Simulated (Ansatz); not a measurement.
Ansatz (a quantum-chemistry and plane-wave program) input (B3LYP-D3(BJ)/def2-TZVP):

Ansatz 0.2 input:
```yaml
crystal:
  periodic: [false, false, false]
  atoms:
    - {symbol: O, position_ang: [-1.27506267, -0.37211158, -0.00558707]}
    - {symbol: S, position_ang: [-0.16248061, 0.65533375, 0.00575172]}
    - {symbol: F, position_ang: [1.42280601, -0.23551578, -0.05797293]}
basis:
  gaussian:
    orbitals: def2-TZVP
hamiltonian:
  xc: b3lyp
  dispersion: d3bj
total_charge: -1
relax: {f_tol: 0.002, max_steps: 150}
```

End of the output:

```
mean field -15602.27122870 eV, -573.3728920554 hartree, gradient 4.4e-5 eV, S^2 0.000000; 0 other end points of the search recorded, 0 dependent functions left out
the calculation of the forces begins
reference -15602.27139366 eV, -573.3728981177 hartree; 17, 17 occupied and 82, 82 virtual orbitals, 578 factors
relax step   5: F+E_penalty+E_count = -15602.32916945 eV  Δ(F+E_penalty+E_count) = -3.159e-6 eV  max|allowed force component| = 1.217e-3 eV/Å  Δτ_max = 0.0004 Å  (21 SCF iters, accepted)
integrals: 0.02 GiB planned
578 factors; their error is unknown
mean field: 0.23 GiB planned
mean field -15602.27122870 eV, -573.3728920554 hartree, gradient 4.4e-5 eV, S^2 0.000000; 1 other end points of the search recorded, 0 dependent functions left out
the calculation of the forces begins
reference -15602.27139366 eV, -573.3728981177 hartree; 17, 17 occupied and 82, 82 virtual orbitals, 578 factors
Total energy: -15602.32933441 eV, -573.3750274011 hartree
Atom 0 at    -1.264960    -0.381847    -0.006131 Å, force    -0.001161    -0.000260     0.000016 eV/Å
Atom 1 at    -0.145855     0.663189     0.005667 Å, force     0.001217    -0.000371    -0.000038 eV/Å
Atom 2 at     1.396078    -0.233635    -0.057344 Å, force    -0.000056     0.000631     0.000023 eV/Å
Dipole moment:     0.167875     0.291931     0.006355 e Å
```
